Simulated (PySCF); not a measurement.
Geometry:
```tsv
atom	x (Å)	y (Å)	z (Å)
C1	3.920	-1.186	-0.165
C2	2.774	-0.339	0.377
C3	2.863	-0.197	1.892
C4	1.426	-0.919	-0.062
P5	-0.042	0.162	0.310
C6	-1.395	-0.972	-0.277
C7	-1.792	-2.075	0.708
C8	-2.782	-3.037	0.057
C9	-2.352	-1.507	2.007
C10	0.049	1.283	-1.173
C11	-0.983	2.414	-1.185
C12	-0.757	3.397	-0.041
C13	-0.978	3.128	-2.533
H14	3.865	-2.216	0.228
H15	4.898	-0.772	0.127
H16	3.894	-1.248	-1.264
H17	2.871	0.670	-0.065
H18	2.808	-1.186	2.378
H19	3.813	0.271	2.193
H20	2.037	0.414	2.287
H21	1.261	-1.881	0.456
H22	1.438	-1.144	-1.144
H23	-1.096	-1.414	-1.245
H24	-2.276	-0.337	-0.481
H25	-0.883	-2.655	0.955
H26	-2.363	-3.493	-0.853
H27	-3.063	-3.849	0.745
H28	-3.707	-2.509	-0.230
H29	-2.586	-2.309	2.723
H30	-3.283	-0.947	1.815
H31	-1.642	-0.814	2.483
H32	1.064	1.721	-1.184
H33	-0.039	0.672	-2.089
H34	-1.985	1.964	-1.052
H35	0.218	3.902	-0.152
H36	-0.759	2.885	0.933
H37	-1.536	4.175	-0.024
H38	-1.193	2.433	-3.359
H39	-1.729	3.932	-2.563
H40	0.007	3.584	-2.728
```

Geometry: PBE0-D3(BJ)/def2-SVP; GIAO shifts from PySCF 2.14, gas phase, non-relativistic, averaged over equivalent atoms.

At wB97X-D/pcSseg-1 (363 basis functions, 4.1 min wall time on 1 thread of an Arm Neoverse V1, shared host):
```csv
atoms,δ (ppm)
C4/C6/C10,41.3
C2/C7/C11,26.2
C1/C3/C8/C9/C12/C13,25.8
P5,-69.0
H17/H25/H34,1.22
H14/H15/H16/H18/H19/H20/H26/H27/H28/H29/H30/H31/H35/H36/H37/H38/H39/H40,1.04
H21/H22/H23/H24/H32/H33,0.91
```

Scale: ¹³C (184.54 ppm), ¹H (31.38 ppm) against TMS; H3PO4 for ³¹P (307.18 ppm) (reference shieldings calculated alike).

**Question.** Predict the values at PBE0/pcSseg-1 on the same geometry.

**Answer.** 
```json
{"atoms": "C4/C6/C10", "δ at PBE0/pcSseg-1": "42.5", "change": "+1.2"}
{"atoms": "C2/C7/C11", "δ at PBE0/pcSseg-1": "26.8", "change": "+0.6"}
{"atoms": "C1/C3/C8/C9/C12/C13", "δ at PBE0/pcSseg-1": "25.8", "change": "+0.0"}
{"atoms": "P5", "δ at PBE0/pcSseg-1": "-72.0", "change": "-3.0"}
{"atoms": "H17/H25/H34", "δ at PBE0/pcSseg-1": "1.30", "change": "+0.08"}
{"atoms": "H14/H15/H16/H18/H19/H20/H26/H27/H28/H29/H30/H31/H35/H36/H37/H38/H39/H40", "δ at PBE0/pcSseg-1": "1.03", "change": "-0.01"}
{"atoms": "H21/H22/H23/H24/H32/H33", "δ at PBE0/pcSseg-1": "0.96", "change": "+0.05"}
```

Referencing at the same level of theory: TMS for ¹³C (σ = 184.41 ppm), ¹H (σ = 31.27 ppm); H3PO4 for ³¹P (σ = 310.13 ppm).

The largest change is at P5 (phosphorus bonded to 3 C). Cost: 363 basis functions, 3.1 min wall time on 1 thread of an Arm Neoverse V1, shared host. The order of the carbon signals is the same at both levels.

Experimental scales use liquid or dissolved standards, which lie at an offset from isolated H3PO4.
